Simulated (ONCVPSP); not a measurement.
# Which change was made? (Pt, ONCV)

Pt, optimised norm-conserving Vanderbilt (ONCV), made with ONCVPSP 4.0.1 (PBE, fully relativistic). Core [Kr] 4d10, reference 4f14 5s2 5p6 5d9 6s1. Waves: 5s+6s: rc 1.55 bohr, ncon 4, nbas 7, qcut 6.8 1/bohr, 2 projectors; 5p: rc 1.55 bohr, ncon 4, nbas 7, qcut 9.4 1/bohr, 1 projector; 5d: rc 1.65 bohr, ncon 4, nbas 8, qcut 5.4 1/bohr, 1 projector; 4f: rc 0.95 bohr, ncon 4, nbas 8, qcut 17.5 1/bohr, 2 projectors, debl 1.7 Ha. Local part: polynomial inside 0.60 bohr (lpopt 5, dvloc0 4 Ha). Core correction: polynomial model core, fcfact 0.55.

Open shells are filled in proportion to 2j + 1.

In the f channel the program set the typed energies aside and used -2.512, 0.250 Ha (j = l + 1/2; the other j can differ).

Cutoffs, loose and tight: the cutoffs (Ha) at which the residual kinetic energy of the hardest occupied pseudo-wave falls to 1 and 0.1 mHa per electron. They do not see the model core or the augmentation charge, which bear on the density cutoff. Test errors are all-electron minus pseudo excitation energies from the reference, over the configurations 4f14 5s2 5p6 5d9 6s0; 4f14 5s2 5p6 5d8 6s0; 4f14 5s2 5p6 5d7 6s0; 4f14 5s1 5p6 5d9 6s1; variants that change the core or the reference have their own tests.

The base gives: outcome: generated, projector energies reset by the program; cutoff, loose: 141 Ha; cutoff, tight: 160 Ha; bound ghosts: s, p3/2, p1/2; GHOST(+) flags above zero: d5/2, d3/2; largest test error (meV): -214.

(1) After one change the result is: outcome: generated, projector energies reset by the program; cutoff, loose: 114 Ha; cutoff, tight: 125 Ha; bound ghosts: s, p3/2, p1/2; GHOST(+) flags above zero: d5/2, d3/2; largest test error (meV): -435. Which change was it?
A. s: rc 1.34
B. all radii but the core radius scaled by about 1.30 (s 2.02, p 2.02, d 2.14, f 1.24 bohr); local potential polynomial inside 0.78 bohr (lpopt 5, dvloc0 4 Ha)
C. s: qcut 8.1; p: qcut 11.2; d: qcut 6.4; f: qcut 20.9

Answers

(1) B. The others give: s: qcut 8.1; p: qcut 11.2; d: qcut 6.4; f: qcut 20.9 → outcome: generated, projector energies reset by the program; cutoff, loose: 174 Ha; cutoff, tight: 189 Ha; bound ghosts: s, p3/2, p1/2; GHOST(+) flags above zero: d5/2, d3/2; largest test error (meV): -85 | s: rc 1.34 → outcome: generated, projector energies reset by the program; cutoff, loose: 141 Ha; cutoff, tight: 160 Ha; bound ghosts: s, p3/2, p1/2; GHOST(+) flags above zero: d5/2, d3/2; largest test error (meV): -69.
